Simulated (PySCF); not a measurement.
BF₂, SMILES F[B-]F (connectivity only; charge and spin as stated), charge -1, multiplicity 1. Atoms are numbered in the order given.

```xyz
3

B      0.0000     0.0000    -0.6470
F      0.0000     1.1017     0.1797
F      0.0000    -1.1017     0.1797
```
Charge -1, spin multiplicity 1.

Geometry: PBE0-D3(BJ)/def2-TZVPD.

Calculation: PBE0/pcSseg-2 (PySCF).

GIAO shieldings, no solvent; atoms alike by connectivity are averaged. δ = σ(ref) − σ: ¹¹B against BF3 (σ = 88.8 ppm); ¹⁹F against CFCl3 (σ = 165.8 ppm), references at their B3LYP-D3(BJ)/def2-TZVP geometries, non-relativistic.

Computed chemical shifts:
| nucleus | atoms | count | δ (ppm) |
|---|---|---|---|
| ¹¹B | B1 | 1 | 36.4 |
| ¹⁹F | F2, F3 | 2 | 22.0 |
